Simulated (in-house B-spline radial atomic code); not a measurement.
A fraction x of an electron is removed from 3d in the technetium ion Tc²⁺, starting from [Kr] 4d5 and keeping the highest spin. Level of theory: non-relativistic AM05, spin-polarised, spherical fractional occupations, point nucleus; calculated with an all-electron radial atomic-structure program (B-spline basis).

| x | E(x) - E(0) (eV) | 3d down level (eV) |
| --- | --- | --- |
| 0 | 0.0000 | -269.057 |
| 0.03 | 8.0870 | -270.074 |
| 0.13 | 35.2646 | -273.485 |
| 0.25 | 68.3302 | -277.616 |
| 0.45 | 124.5490 | -284.590 |
| 0.5 | 138.8225 | -286.351 |
| 0.54 | 150.3047 | -287.764 |
| 0.67 | 188.0141 | -292.387 |
| 0.79 | ? | ? |
| 0.98 | ? | ? |
| 1 | 286.4630 | -304.318 |

Task: What belongs in the row x = 0.79?

Result: An energy change of 223.3586 eV; 3d down at -296.694 eV.

Task: What belongs in the row x = 0.98?

Result: An energy change of 280.3839 eV; 3d down at -303.587 eV.

Task: Check Janak's theorem between x = 0.03 and 0.13.

Result: The slope of the energy is 271.78 eV; the orbital levels give 271.78 eV (-ε of the emptying orbital, averaged over the two points).
